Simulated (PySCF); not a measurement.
Zn(SeH)2 (H2Se2Zn), SMILES [SeH][Zn][SeH].

Geometry optimised at B3LYP-D3(BJ)/def2-SVP. Other conformers were not sampled.

These are PBE/def2-TZVPD run with PySCF values and carry that method's errors.

Symmetry labels are those of the subgroup C2 that the program uses (full group C2).

**Question.** List the valence orbital energies around the gap with their symmetry. (An estimate is asked for; the answer gives what the named calculation found.)

**Answer.** 
```tsv
orbital	symmetry	energy (eV)
HOMO−7	B	-12.39
HOMO−6	A	-12.38
HOMO−5	A	-9.62
HOMO−4	B	-9.55
HOMO−3	A	-8.44
HOMO−2	B	-7.17
HOMO−1	B	-6.08
HOMO	A	-6.08
LUMO	A	-2.11
LUMO+1	B	-1.42
LUMO+2	A	-1.42
LUMO+3	B	-0.78
```
